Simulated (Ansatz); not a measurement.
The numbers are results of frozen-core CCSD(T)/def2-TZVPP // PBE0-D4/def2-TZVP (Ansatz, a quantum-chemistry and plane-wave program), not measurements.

Ansatz 0.2 input:
```yaml
crystal:
  periodic: [false, false, false]
  atoms:
    - { symbol: C, position_ang: [-0.169951, 1.471293, -0.039817] }
    - { symbol: C, position_ang: [-0.415676, 0.019262, 0.35924] }
    - { symbol: C, position_ang: [-1.540655, -0.606184, -0.461598] }
    - { symbol: Si, position_ang: [1.14366, -1.010812, 0.19921] }
    - { symbol: O, position_ang: [2.402282, -0.422817, 1.094293] }
    - { symbol: H, position_ang: [0.144302, 1.545995, -1.086202] }
    - { symbol: H, position_ang: [-1.080185, 2.069969, 0.067671] }
    - { symbol: H, position_ang: [0.602492, 1.939269, 0.576445] }
    - { symbol: H, position_ang: [-0.698309, -0.008169, 1.419781] }
    - { symbol: H, position_ang: [-2.47081, -0.040502, -0.348216] }
    - { symbol: H, position_ang: [-1.29461, -0.614303, -1.528191] }
    - { symbol: H, position_ang: [-1.744018, -1.637846, -0.161736] }
    - { symbol: H, position_ang: [1.520225, -1.059881, -1.24664] }
    - { symbol: H, position_ang: [0.904664, -2.38802, 0.701005] }
    - { symbol: H, position_ang: [2.881941, 0.327596, 0.74328] }
basis:
  gaussian: { orbitals: def2-TZVPP }
correlation:
  method: ccsd_t
```

Output:

```
Functional definition: HF
1769 factors; integrals over basis functions are off by at most 9.9e-4 eV
mean field evaluation 1: about -13147.5926 eV, gradient 4.7e1 eV
mean field evaluation 2: about -13147.8429 eV, gradient 4.7e1 eV
mean field evaluation 4: about -13152.9567 eV, gradient 4.7e0 eV
mean field evaluation 8: about -13153.0332 eV, gradient 2.7e-1 eV
mean field evaluation 16: about -13147.5922 eV, gradient 4.7e1 eV
mean field -13153.03349676 eV, -483.3650655597 hartree, gradient 1.6e-6 eV, S^2 0.000000; 0 other end points of the search recorded, 0 dependent functions left out
9 core orbitals not correlated
reference -13153.03349676 eV, -483.3650655597 hartree; 16, 16 occupied and 281, 281 virtual orbitals, 1769 factors
second order -24.54742676 eV of doubles, -0.00000000 eV of singles
cycle   1  -25.31522602 eV  change   -7.7e-1 eV  update   9.8e-2
cycle   2  -25.90874005 eV  change   -5.9e-1 eV  update   2.8e-2
cycle   3  -26.01611203 eV  change   -1.1e-1 eV  update   1.3e-2
cycle   4  -26.00971651 eV  change    6.4e-3 eV  update   2.7e-3
cycle   5  -26.00943316 eV  change    2.8e-4 eV  update   1.1e-3
cycle   6  -26.00970480 eV  change   -2.7e-4 eV  update   2.7e-4
cycle   7  -26.00958868 eV  change    1.2e-4 eV  update   1.0e-4
cycle   8  -26.00956536 eV  change    2.3e-5 eV  update   3.2e-5
perturbative correction -0.95741021 eV, -0.0351841764 hartree
Total energy: -13180.00047233 eV, -484.3560836331 hartree
```

Cost: around 30 core-minutes (rough).
